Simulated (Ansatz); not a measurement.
Reactions of `CCCCCC(C)(C)C`.

Calculated with Ansatz (gas phase, PBE0-D4/def2-TZVP geometries, no zero-point term in ΔE). CCSD(T)/CBS adds triple-zeta CCSD(T) − MP2 to the extrapolated MP2 energy (def2 sets, frozen cores). This one scheme is used for every species. Functionals use def2-TZVPP. For Zn outer-core shells are correlated without core-valence functions, which leaves a few kJ/mol of doubt a bond. Scalar relativity is left out up to krypton. One conformer a species, not always the lowest.

```tsv
reaction	PBE-D4 (kJ/mol)	CCSD(T)/CBS(def2) (kJ/mol)
`CCCCCC(C)(C)C` + `CCCCCS` → `CCCCCSCCCCC` + `CC(C)C`	-4	5
`CCCCCC(C)(C)C` + `[AlH2][SH]` → `CCC[S][AlH2]` + `CCC(C)(C)C`	5	11
`CCCCCC(C)(C)C` + `[OH][Zn][O][SiH3]` → `C[O][Zn][O][SiH3]` + `CCCCC(C)(C)C`	58	66
`CCCCCC(C)(C)C` + H₂O → `CCCCCO` + `CC(C)C`	39	55
```

Largest T1 diagnostic: 0.016, for `[OH][Zn][O][SiH3]`.
